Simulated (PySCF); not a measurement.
**Two-component Hartree-Fock for Au⁵²⁺ (gold, charge +52)**

Start: [Ar] 3d9; 3d3/2 filled at m_j = -3/2, -1/2, +1/2, +3/2; 3d5/2 filled at m_j = -3/2, -1/2, +1/2, +3/2, +5/2. Calculated with PySCF 2.14 in an even-tempered Gaussian basis (15 s from 14 bohr⁻², ratio 2.8; 13 p from 18 bohr⁻², ratio 2.8; 8 d from 18 bohr⁻², ratio 2.8; 3 f from 68 bohr⁻², ratio 3): generalised Hartree-Fock with the X2C-1e Hamiltonian and a Gaussian nucleus; one run each with spin-orbit coupling (SO) switched off, then screened by Boettger's factors.

```json
{"spinor shell": "1s1/2", "electrons": "2", "ε, spin-free (eV)": "-84192.3", "ε, screened SO (eV)": "-84161.8", "weight of nominal j (screened SO)": "1.000", "rms radius, screened SO (bohr)": "0.0190"}
{"spinor shell": "2s1/2", "electrons": "2", "ε, spin-free (eV)": "-17415.1", "ε, screened SO (eV)": "-17405.3", "weight of nominal j (screened SO)": "1.000", "rms radius, screened SO (bohr)": "0.0767"}
{"spinor shell": "2p1/2", "electrons": "2", "ε, spin-free (eV)": "-15475.2", "ε, screened SO (eV)": "-16807.6", "weight of nominal j (screened SO)": "1.000", "rms radius, screened SO (bohr)": "0.0649"}
{"spinor shell": "2p3/2", "electrons": "4", "ε, spin-free (eV)": "-15475.2", "ε, screened SO (eV)": "-14951.5", "weight of nominal j (screened SO)": "1.000", "rms radius, screened SO (bohr)": "0.0728"}
{"spinor shell": "3s1/2", "electrons": "2", "ε, spin-free (eV)": "-6226.9", "ε, screened SO (eV)": "-6224.1", "weight of nominal j (screened SO)": "1.000", "rms radius, screened SO (bohr)": "0.192"}
{"spinor shell": "3p1/2", "electrons": "2", "ε, spin-free (eV)": "-5647.9", "ε, screened SO (eV)": "-5966.7", "weight of nominal j (screened SO)": "1.000", "rms radius, screened SO (bohr)": "0.183"}
{"spinor shell": "3p3/2", "electrons": "4", "ε, spin-free (eV)": "-5647.9", "ε, screened SO (eV)": "-5520.0", "weight of nominal j (screened SO)": "1.000", "rms radius, screened SO (bohr)": "0.198"}
{"spinor shell": "3d3/2", "electrons": "4", "ε, spin-free (eV)": "-5064.8", "ε, screened SO (eV)": "-5121.7", "weight of nominal j (screened SO)": "0.998", "rms radius, screened SO (bohr)": "0.172"}
{"spinor shell": "3d5/2", "electrons": "5", "ε, spin-free (eV)": "-5064.8", "ε, screened SO (eV)": "-5025.1", "weight of nominal j (screened SO)": "0.998", "rms radius, screened SO (bohr)": "0.175"}
```

```
   quantity     spin-free   screened SO
E (hartree)  -16849.50863  -16879.21626
        M_J           5/2           5/2
       ⟨J²⟩         8.750         8.750
       ⟨L²⟩         6.000         6.082
       ⟨S²⟩         0.750         0.832
```

Each row is a mean over spinors that exchange with the open shell spreads, by up to 29.132 eV (3p3/2).

Breit and QED terms are absent; they matter most for the inner s and p1/2 levels.

Densities and radii are taken from the X2C orbitals without a picture-change correction, which distorts them close to the nucleus.

Without spin-orbit coupling the j labels of p, d and f shells carry no meaning; the spin-free column gives the mean over the occupied spinors of each nl shell.
